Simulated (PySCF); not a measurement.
CH10O2PSi3 (doublet state).
Atom-mapped SMILES: `[SiH3:1][O:2][SiH:3][CH2:4][O:5][SiH2:6][PH2:7]` (hydrogens: H8, H9, H10 on Si1; H11 on Si3; H12, H13 on C4; H14, H15 on Si6; H16, H17 on P7)

Cartesian coordinates in Å at the GFN2-xTB level; atoms count from 1:
```xyz
17
CH10O2PSi3 angstrom
Si    -2.291    1.133    0.830
O     -2.470   -0.031   -0.302
Si    -1.823   -1.200   -1.211
C     -0.241   -1.841   -0.349
O      0.439   -0.680    0.088
Si     2.009   -0.335   -0.003
P      2.045    1.701    0.900
H     -2.325    0.462    2.127
H     -1.037    1.847    0.606
H     -3.469    1.966    0.595
H     -1.521   -0.582   -2.502
H      0.388   -2.418   -1.030
H     -0.436   -2.464    0.527
H      2.830   -1.266    0.782
H      2.481   -0.418   -1.395
H      3.425    1.753    0.927
H      1.991    2.385   -0.302
```

The hyperfine couplings belong to this conformer and change with its torsions.

Method used: UKS B3LYP, pcH-1 on C H O P Si, non-relativistic, mean-field spin-orbit, GIAO in PySCF. One conformer (not necessarily the lowest) at the GFN2-xTB geometry, without solvent, vibrations or thermal averaging. GFN2-xTB frequencies show an imaginary mode (34i cm⁻¹), so this geometry is no minimum at that level. Couplings are sensitive to structure, and on GFN2-xTB geometries they can be far from those on DFT ones, by a factor of two or more for some ions and for spin on atoms past the first row. No stability test was run, so a lower SCF solution isn't excluded.

Mulliken spin populations: Si1 +0.006, O2 +0.036, Si3 +0.845, C4 +0.042, O5 +0.018, Si6 +0.002, P7 +0.001, H8 -0.001, H9 +0.006, H10 -0.001, H11 +0.048, H12 0.000, H13 -0.005, H14 +0.001, H15 0.000, H16 0.000, H17 0.000.

(1) What dipolar couplings does the calculation give for H8, H9, H10, H12, H13, H14, H15, H16, H17?

(2) Estimate them with point dipoles: put each population ρk at its nucleus, leave out the nucleus itself and the atom bound to it, and sum T = Σ [ρk/(2S)]·C·(3 n nᵀ − 1)/r³ with C = μ0 gₑ μB g_N μN/(4π h) = 79.06 MHz Å³.

(3) If all the spin sat on Si3, T∥ = 2C/r³. What distance does the computed T3 of H16 then imply?

## Answers

(1) 
```tsv
atom	position	distance from Si3 (Å)	T1 (MHz)	T2	T3
H8	3 bonds from Si3	3.76	-1.23	-1.13	2.35
H9	3 bonds from Si3	3.63	-1.35	-0.84	2.19
H10	3 bonds from Si3	4.00	-1.23	-1.05	2.28
H12	2 bonds from Si3	2.53	-4.09	-2.46	6.55
H13	2 bonds from Si3	2.56	-4.78	-2.90	7.68
H14	4 bonds from Si3	5.06	-0.66	-0.57	1.23
H15	4 bonds from Si3	4.38	-0.87	-0.67	1.54
H16	5 bonds from Si3	6.39	-0.30	-0.25	0.55
H17	5 bonds from Si3	5.31	-0.47	-0.40	0.87
```

(2) 
```
atom  T1 (MHz)     T2    T3  T3, computed  difference in T3 (%)
  H8     -1.49  -1.47  2.96          2.35                   +26
  H9     -1.70  -1.55  3.25          2.19                   +48
 H10     -1.35  -1.26  2.61          2.28                   +14
 H12     -4.49  -3.96  8.45          6.55                   +29
 H13     -4.25  -3.84  8.10          7.68                    +5
 H14     -0.73  -0.69  1.42          1.23                   +15
 H15     -1.03  -0.93  1.96          1.54                   +27
 H16     -0.34  -0.32  0.66          0.55                   +20
 H17     -0.56  -0.53  1.09          0.87                   +26
```

In T3 the estimate is closest for H13 (+5 %, 2.56 Å from Si3) and worst for H9 (+48 %, 3.63 Å).

(3) r = (2 × 79.06/0.55)^(1/3) = 6.59 Å, against 6.39 Å in the structure.
